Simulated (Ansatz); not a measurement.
Consider the cleavage of the B–Si bond: `B[SiH](C)B[SiH3]` + `O[SiH2][GeH2][F]` → `BO[SiH2][GeH2][F]` + `C[SiH2]B[SiH3]`.

Calculated with Ansatz (gas phase, PBE0-D4/def2-TZVP geometries, no zero-point term in ΔE). CCSD(T)/CBS adds triple-zeta CCSD(T) − MP2 to the extrapolated MP2 energy (def2 sets, frozen cores). Functionals use def2-TZVPP. For Ge outer-core shells are correlated without core-valence functions, which leaves a few kJ/mol of doubt a bond. Scalar relativity is left out up to krypton. Each species was taken in one conformer, which may not be the lowest.

```csv
level,ΔE (kcal/mol)
r2SCAN,-34.6
SCS-MP2/def2-TZVPP,-39.0
CCSD/def2-TZVPP,-37.6
HF/def2-QZVPP,-43.1
```

(1) What does CCSD(T)/CBS give? (An estimate is asked.)

Largest T1 diagnostic among the species: 0.015.

Answers

(1) Computed: -36.0 kcal/mol. The listed levels differ from it by 1.4, -3.0, -1.6, -7.1 kcal/mol.

From PBE to PBE0 (25 % exact exchange), in def2-TZVPP and without D4, ΔE moves by −1.7 kcal/mol. In def2-TZVPP, CCSD(T) changes the Hartree–Fock value by +5.9 kcal/mol (the triples alone add +0.8 kcal/mol) and MP2 by +4.7 kcal/mol.
